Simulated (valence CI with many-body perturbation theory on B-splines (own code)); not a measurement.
# Forbidden lines of W51+

Level of theory: relativistic CI+MBPT: five valence electrons over a frozen Dirac-Fock core [Ar], radial functions for each j: 7 s, 7 p, 8 d, 6 f, 4 g, 1 h, with the one-electron correlation potential Σ1 (screened to all orders), the two-electron term Σ2, the three-electron term Σ3, Breit, model QED; selected single and double excitations, second order for the rest (own B-spline code, finite nucleus).

The last digits are not significant, and no measured levels were compared; by estimate large intervals hold to a few tenths of a per cent, small ones and those within an open d or f shell to about a per cent. Among the levels kept, up to 250 cm⁻¹ of a level comes from second order outside the variational space, and about a tenth of that is noise between levels of different J, which matters for small intervals. The list stops below the first excitations out of the core. Only levels of the ground parity were solved; by the run's estimate the other parity begins above the list, which can be wrong where configurations are misplaced.

Lines 51 to 100 of 120 in falling wavelength, among levels below 248.63 eV, chosen from the decays that carry over 1 % of a level's rate. Wavelengths and rates use the calculated energies. Electric multipoles are in the length gauge, E1 and E2 with the static RPA response of the core. Weak lines are less certain than strong ones. Lines between different terms over intervals too small for the method are left out, as are lines whose strength nearly cancels. The highest levels of a list are the least certain.

Levels are named by their leading jj configuration (3d3/2^4 stands for four electrons in 3d with j = 3/2), which in mixed levels can hold well under half, so a name can repeat and another be missing. Letters in brackets count levels of one name in rising energy.

```csv
λ vac (nm),Upper,Lower,Type,A (s⁻¹),Branch %
17.86,(3d3/2 3d5/2^4) J=7/2 [a],(3d3/2^2 3d5/2^3) J=5/2 [b],M1,1.23e+06,16.0
17.69,(3d3/2^3 3d5/2^2) J=7/2 [a],(3d3/2^4 3d5/2) J=5/2,M1,1.62e+06,99.5
17.68,(3d3/2 3d5/2^4) J=5/2 [a],(3d3/2^2 3d5/2^3) J=7/2 [a],M1,1.76e+06,15.9
17.66,(3d3/2^2 3d5/2^3) J=13/2,(3d3/2^3 3d5/2^2) J=11/2,M1,5.24e+05,99.9
17.59,(3d3/2^2 3d5/2^3) J=5/2 [c],(3d3/2^3 3d5/2^2) J=7/2 [b],M1,1.55e+06,31.7
17.56,(3d3/2 3d5/2^4) J=9/2,(3d3/2^2 3d5/2^3) J=7/2 [b],M1,7.30e+05,13.5
17.34,(3d3/2^2 3d5/2^3) J=1/2 [a],(3d3/2^3 3d5/2^2) J=3/2 [a],M1,3.24e+06,64.4
17.25,(3d3/2^2 3d5/2^3) J=3/2 [b],(3d3/2^3 3d5/2^2) J=1/2,M1,2.80e+05,15.0
17.23,(3d3/2^3 3d5/2^2) J=3/2 [a],(3d3/2^4 3d5/2) J=5/2,M1,3.79e+06,100.0
17.08,(3d3/2 3d5/2^4) J=5/2 [b],(3d3/2^2 3d5/2^3) J=3/2 [b],M1,1.33e+06,22.2
17.06,(3d3/2 3d5/2^4) J=3/2,(3d3/2^2 3d5/2^3) J=5/2 [b],M1,1.15e+06,12.1
17.06,(3d3/2^2 3d5/2^3) J=3/2 [a],(3d3/2^3 3d5/2^2) J=3/2 [a],M1,3.36e+06,47.7
17.03,(3d3/2^2 3d5/2^3) J=7/2 [b],(3d3/2^3 3d5/2^2) J=5/2 [b],M1,7.34e+04,5.3
16.97,(3d3/2 3d5/2^4) J=9/2,(3d3/2^2 3d5/2^3) J=9/2 [b],M1,2.20e+06,40.7
16.97,(3d3/2 3d5/2^4) J=5/2 [b],(3d3/2^2 3d5/2^3) J=5/2 [c],M1,2.81e+05,4.7
16.81,(3d3/2 3d5/2^4) J=3/2,(3d3/2^2 3d5/2^3) J=3/2 [a],M1,3.88e+06,40.7
16.80,(3d3/2^2 3d5/2^3) J=5/2 [b],(3d3/2^3 3d5/2^2) J=3/2 [a],M1,5.47e+05,14.1
16.74,(3d3/2^2 3d5/2^3) J=9/2 [b],(3d3/2^3 3d5/2^2) J=9/2,M1,2.60e+06,56.8
16.54,(3d3/2 3d5/2^4) J=3/2,(3d3/2^2 3d5/2^3) J=1/2 [a],M1,2.77e+06,29.1
16.53,(3d3/2^2 3d5/2^3) J=5/2 [c],(3d3/2^3 3d5/2^2) J=5/2 [b],M1,1.19e+05,2.4
16.50,(3d3/2 3d5/2^4) J=11/2,(3d3/2^2 3d5/2^3) J=13/2,M1,8.72e+05,14.5
16.47,(3d3/2 3d5/2^4) J=5/2 [b],(3d3/2^2 3d5/2^3) J=7/2 [b],M1,9.84e+04,1.6
16.43,(3d3/2^2 3d5/2^3) J=3/2 [b],(3d3/2^3 3d5/2^2) J=5/2 [b],M1,9.33e+05,49.8
16.38,(3d3/2^2 3d5/2^3) J=5/2 [b],(3d3/2^3 3d5/2^2) J=7/2 [a],M1,1.32e+06,34.0
16.20,(3d3/2^2 3d5/2^3) J=7/2 [b],(3d3/2^3 3d5/2^2) J=9/2,M1,7.85e+05,56.4
16.18,(3d3/2 3d5/2^4) J=7/2 [a],(3d3/2^2 3d5/2^3) J=9/2 [a],M1,2.66e+06,34.6
16.12,(3d3/2^3 3d5/2^2) J=9/2,(3d3/2^4 3d5/2) J=5/2,E2,2.30e+02,9.2
16.10,(3d3/2^2 3d5/2^3) J=7/2 [c],(3d3/2^3 3d5/2^2) J=7/2 [b],M1,1.01e+06,40.0
15.95,(3d3/2^2 3d5/2^3) J=7/2 [a],(3d3/2^3 3d5/2^2) J=5/2 [a],M1,9.95e+05,24.7
15.90,(3d3/2^2 3d5/2^3) J=1/2 [b],(3d3/2^3 3d5/2^2) J=1/2,M1,1.55e+06,41.8
15.87,(3d3/2 3d5/2^4) J=11/2,(3d3/2^2 3d5/2^3) J=9/2 [a],M1,1.05e+06,17.5
15.73,(3d3/2 3d5/2^4) J=5/2 [a],(3d3/2^2 3d5/2^3) J=5/2 [a],M1,8.40e+06,75.9
15.68,(3d3/2 3d5/2^4) J=7/2 [a],(3d3/2^2 3d5/2^3) J=7/2 [a],M1,2.16e+06,28.1
15.56,(3d3/2^2 3d5/2^3) J=9/2 [b],(3d3/2^3 3d5/2^2) J=11/2,M1,9.08e+05,19.8
15.47,(3d3/2 3d5/2^4) J=11/2,(3d3/2^2 3d5/2^3) J=11/2,M1,3.48e+06,58.2
15.37,(3d3/2^3 3d5/2^2) J=5/2 [b],(3d3/2^4 3d5/2) J=5/2,M1,3.89e+04,45.3
15.37,(3d3/2^3 3d5/2^2) J=5/2 [b],(3d3/2^4 3d5/2) J=5/2,E2,1.29e+03,1.5
15.32,(3d3/2^2 3d5/2^3) J=9/2 [b],(3d3/2^3 3d5/2^2) J=7/2 [a],M1,6.60e+05,14.4
15.21,(3d3/2^2 3d5/2^3) J=7/2 [c],(3d3/2^3 3d5/2^2) J=5/2 [b],M1,4.68e+05,18.6
14.94,(3d3/2 3d5/2^4) J=5/2 [b],(3d3/2^2 3d5/2^3) J=5/2 [b],M1,1.73e+06,28.9
14.87,(3d3/2^2 3d5/2^3) J=7/2 [b],(3d3/2^3 3d5/2^2) J=7/2 [a],M1,6.49e+04,4.7
14.81,(3d3/2^2 3d5/2^3) J=5/2 [c],(3d3/2^3 3d5/2^2) J=3/2 [a],M1,7.91e+05,16.2
14.74,(3d3/2 3d5/2^4) J=5/2 [b],(3d3/2^2 3d5/2^3) J=3/2 [a],M1,5.25e+05,8.8
14.72,(3d3/2^2 3d5/2^3) J=3/2 [b],(3d3/2^3 3d5/2^2) J=3/2 [a],M1,5.21e+05,27.8
14.71,(3d3/2^3 3d5/2^2) J=1/2,(3d3/2^4 3d5/2) J=5/2,E2,8.21e+02,3.7
14.70,(3d3/2^2 3d5/2^3) J=3/2 [c],(3d3/2^3 3d5/2^2) J=3/2 [b],M1,6.58e+05,44.5
14.56,(3d3/2^3 3d5/2^2) J=7/2 [b],(3d3/2^4 3d5/2) J=5/2,M1,1.20e+05,96.3
14.54,(3d3/2^2 3d5/2^3) J=7/2 [c],(3d3/2^3 3d5/2^2) J=9/2,M1,9.89e+05,39.3
14.50,(3d3/2 3d5/2^4) J=9/2,(3d3/2^2 3d5/2^3) J=9/2 [a],M1,8.38e+04,1.6
14.49,(3d3/2^2 3d5/2^3) J=5/2 [c],(3d3/2^3 3d5/2^2) J=7/2 [a],M1,1.55e+06,31.6
```
